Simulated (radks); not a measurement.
Results of a calculation; reference values are marked as such.
Coulomb parameter of the 5d shell of the osmium ion Os2+ in the model configuration [Xe] 4f14 5d5 6p1, as a second difference U = [E(n + 0.5) + E(n - 0.5) - 2 E(n)] / (0.5)^2 with all orbitals relaxed. "Bare": the charge of the atom changes with n. "Screened": the 6p shell takes up the change at fixed total charge, which measures U(5d,5d) + U(6p,6p) - 2 U(5d,6p). Code: a radial shooting solver on a logarithmic mesh with Libxc functionals. Model: scalar-relativistic Kohn-Sham, SCAN, spin-unpolarised, spherical densities, finite nucleus; meta-GGA in the generalised Kohn-Sham scheme; Fermi nuclear charge, rms radius 5.4126 fm.

case                   configuration  E - E(n) (eV)
start              [Xe] 4f14 5d5 6p1          0.000
bare +0.5        [Xe] 4f14 5d5.5 6p1        -11.895
bare -0.5        [Xe] 4f14 5d4.5 6p1         14.811
screened +0.5  [Xe] 4f14 5d5.5 6p0.5         -5.508
screened -0.5  [Xe] 4f14 5d4.5 6p1.5          5.990

U(bare) = 11.667 eV, U(screened by 6p) = 1.929 eV, against the Slater integral F0(5d,5d) = 15.066 eV with frozen orbitals.
